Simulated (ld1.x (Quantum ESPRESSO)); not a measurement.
# Configuration tests for iridium (PAW)

iridium, PAW, made with ld1.x (Quantum ESPRESSO) 7.5 (revPBE, scalar-relativistic). Core [Kr] 4d10 4f14, reference 5s2 5p6 5d7 6s1 6p1. Waves: 5s (bound): rcut 1.25, rcutus 1.40 bohr; 6s (bound): rcut 1.25, rcutus 1.40 bohr; 5p (bound): rcut 1.70, rcutus 1.80 bohr; 6p (bound): rcut 1.70, rcutus 1.80 bohr; 5d (bound): rcut 1.65, rcutus 2.10 bohr; 5d channel at 0.8 Ry: rcut 1.65, rcutus 2.10 bohr. Local part: all-electron potential smoothed inside 2.00 bohr (lloc = -1). Core correction: Bessel-smoothed model core inside 1.45 bohr. Augmentation charge: BESSEL, radius 1.00 bohr.

Energies are relative to the spin-unpolarised reference configuration 5s2 5p6 5d7 6s1 6p1; without spin polarisation the order of configurations can differ from experiment. The frozen-core shift is the all-electron ΔE with the core orbitals held at their reference shape minus the fully relaxed ΔE.

| valence configuration | charge | ΔE all-electron (eV) | error AE − PS (meV) | frozen-core shift (meV) |
| --- | --- | --- | --- | --- |
| 5s2 5p6 5d7 6s2 6p0 | 0 | -5.307 | +1.6 | -1.5 |
| 5s2 5p6 5d7 6s1 6p0 | +1 | 4.478 | -1.4 | +2.1 |
| 5s2 5p6 5d6 6s0 6p0 | +3 | 52.264 | -17 | +13 |
| 5s2 5p6 5d8 6s1 6p0 | 0 | -5.668 | -1.0 | +5.6 |
| 5s2 5p6 5d5 6s0 6p0 | +4 | 95.757 | -38 | +40 |
| 5s1 5p6 5d7 6s2 6p0 | +1 | 99.441 | -188 | +157 |

Problem. What are ΔE and the potential's error for 5s2 5p6 5d7 6s0 6p0?

Solution. ΔE = 21.808 eV all-electron; the error (AE − PS) is -6.7 meV.

Levels in the configuration 5s2 5p6 5d5 6s0 6p0:

| level | all-electron (eV) | pseudo (eV) |
| --- | --- | --- |
| 5s | -144.655 | -144.738 |
| 5p | -100.803 | -100.856 |
| 5d | -50.372 | -50.387 |

A variational frozen-core shift is positive and of second order in the change. This column holds negative values, so the frozen-core run of ld1.x carries numerical noise or an error of first order here, and the column gives no more than the rough size of the effect.
